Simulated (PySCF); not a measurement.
Numbering as in the mapped SMILES `[SiH3:1][CH2:2][C:3]1=[CH:4][SiH2:5][C@H:6]2[CH2:7][C@@H:8]1[CH2:9]2`. Each H is labelled by its parent atom. Ha(C7), Ha(C9) are cis to C3 on the ring; Hb(C7), Hb(C9) are trans to C3 on the ring.

No solvent, non-relativistic, one conformer, averaged over atoms made equivalent by symmetry, fast rotation or ring inversion. Geometry from GFN2-xTB; PBE0/pcSseg-1 with gauge-including orbitals; PySCF.

Predict the 2D correlation tables (HSQC, COSY, HMBC).

Answers



HSQC (one-bond C–H):
```
                  δH            δC
        5.38 (H(C4))    109.6 (C4)
2.64 (Hb(C7)/Hb(C9))  36.4 (C7/C9)
        2.35 (H(C8))     41.6 (C8)
        1.99 (H(C2))     30.2 (C2)
        1.79 (H(C6))     16.1 (C6)
1.69 (Ha(C7)/Ha(C9))  36.4 (C7/C9)
```

COSY cross peaks (H two or three bonds apart, from the bond graph; peaks can be absent where the dihedral angle is near 90°):
```
                  δH                    δH
        5.38 (H(C4))         4.55 (H(Si5))
       4.55 (H(Si5))          1.79 (H(C6))
       3.86 (H(Si1))          1.99 (H(C2))
2.64 (Hb(C7)/Hb(C9))          2.35 (H(C8))
2.64 (Hb(C7)/Hb(C9))          1.79 (H(C6))
2.64 (Hb(C7)/Hb(C9))  1.69 (Ha(C7)/Ha(C9))
        2.35 (H(C8))  1.69 (Ha(C7)/Ha(C9))
        1.79 (H(C6))  1.69 (Ha(C7)/Ha(C9))
```

HMBC (two and three bonds, from the bond graph):
```
                  δH                                                          δC
        5.38 (H(C4))                 182.8 (C3), 41.6 (C8), 30.2 (C2), 16.1 (C6)
       4.55 (H(Si5))             182.8 (C3), 109.6 (C4), 36.4 (C7/C9), 16.1 (C6)
       3.86 (H(Si1))                                       182.8 (C3), 30.2 (C2)
2.64 (Hb(C7)/Hb(C9))              182.8 (C3), 41.6 (C8), 36.4 (C7/C9), 16.1 (C6)
        2.35 (H(C8))  182.8 (C3), 109.6 (C4), 36.4 (C7/C9), 30.2 (C2), 16.1 (C6)
        1.99 (H(C2))                           182.8 (C3), 109.6 (C4), 41.6 (C8)
        1.79 (H(C6))                         109.6 (C4), 41.6 (C8), 36.4 (C7/C9)
1.69 (Ha(C7)/Ha(C9))              182.8 (C3), 41.6 (C8), 36.4 (C7/C9), 16.1 (C6)
```

Scale: ¹H (σ = 31.72 ppm), ¹³C (σ = 186.93 ppm) vs TMS (reference shieldings calculated alike).

Short H···H contacts in this conformer between protons four or more bonds apart (candidates for NOE cross peaks, intensity ∝ r⁻⁶): H(C2)···H(C8) 2.36 Å, H(C2)···H(C4) 2.39 Å.

Shifts are as computed. Against solution values, carbons near 30 ppm lie about +3 ppm off and those near 130 ppm about +5 ppm. Of 1211 compounds with measured shifts, 218 miss one by over three times the rms of a fit or turn the order of signals round; such compounds aren't used in these exercises.
